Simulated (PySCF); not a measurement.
How methods differ on the ionisation energy of Al²⁺

Al²⁺ [Ne] 3s1 (2S) → Al³⁺ [Ne] (1S), as a difference of total energies. All numbers are calculated (PySCF 2.14, the spin-free X2C one-electron Hamiltonian (Gaussian nucleus), in x2c-TZVPPall (5s5p3d1f, 42 functions)). Correlated levels: valence and next inner shell: 1s2 frozen. The calculations carry no spin-orbit coupling.

| method | ionisation energy (eV) | error (eV) |
| --- | --- | --- |
| UHF | 28.070 | -0.378 |
| LDA | 28.828 | +0.380 |
| PBE | 28.827 | +0.379 |
| PBE0 | 28.697 | +0.249 |
| r2SCAN | 28.400 | -0.048 |
| PBEsol | 28.621 | +0.173 |
| PW91 | 28.876 | +0.428 |
| BLYP | 29.010 | +0.562 |
| MP2 (valence and next inner shell) | 28.311 | -0.137 |
| SCS-MP2 (valence and next inner shell) | 28.261 | -0.187 |

Reference: 28.448 eV (measured; NIST Atomic Spectra Database, ionization energies).

Errors of the correlated levels include the incompleteness of this basis and the frozen core.
